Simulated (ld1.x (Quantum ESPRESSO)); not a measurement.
Results of a calculation; reference values are marked as such.
## Potentials for P compared

Generated with ld1.x 7.5 (TM, RRKJ, ultrasoft, PAW), atompaw 4.2 or ONCVPSP 4.0.1. The cutoff is in Ry: for ld1.x and atompaw files where the sum of valence levels is converged to 10 mRy in a Bessel basis, for ONCV files where the hardest occupied wave has 1 mHa per electron of residual kinetic energy. The error is the largest all-electron minus pseudo excitation energy over each file’s own four to seven test configurations (ionisations up to +4, promotions, holes and added fractions of an electron), all of which were solved. The labels leave out finer settings (local radius, basis sizes, second energies), which also bear on the numbers. Spin-polarised tests are not counted. The rows are a selection from randomly drawn settings: files with unsolved tests, undetermined cutoffs or missed reference levels are left out.

```tsv
potential	cutoff (Ry)	largest error (meV)	bound ghosts
TM, PBEsol, non-relativistic, rc 1.35/1.45/1.50 (spd), local smoothed, core correction no, reference 3s2 3p2.5	40	+90	none
ultrasoft, PBE, scalar-relativistic, rc 1.55/2.15 (sp), local smoothed, core correction no, reference 3s1.75 3p3.25	15	+7.0	none
TM, PBE, scalar-relativistic, rc 1.50/1.75/1.80 (spd), local p, core correction yes, reference 3s2 3p3	21	+188	none
TM, LDA (PZ), scalar-relativistic, rc 1.40/1.35 (sp), local p, core correction yes, reference 3s2 3p2.75	50	+117	none
```

Task: Fill in the row for P: TM, PBE, scalar-relativistic, rc 1.25/1.55 (sp), local smoothed, core correction yes, reference 3s1.75 3p3.25.

Result: cutoff 40 Ry, largest error +29 meV, bound ghosts: none.

Task: Fill in the row for P: TM, PBEsol, scalar-relativistic, rc 1.25/1.55 (sp), local smoothed, core correction yes, reference 3s2 3p3.

Result: cutoff 45 Ry, largest error +225 meV, bound ghosts: none.
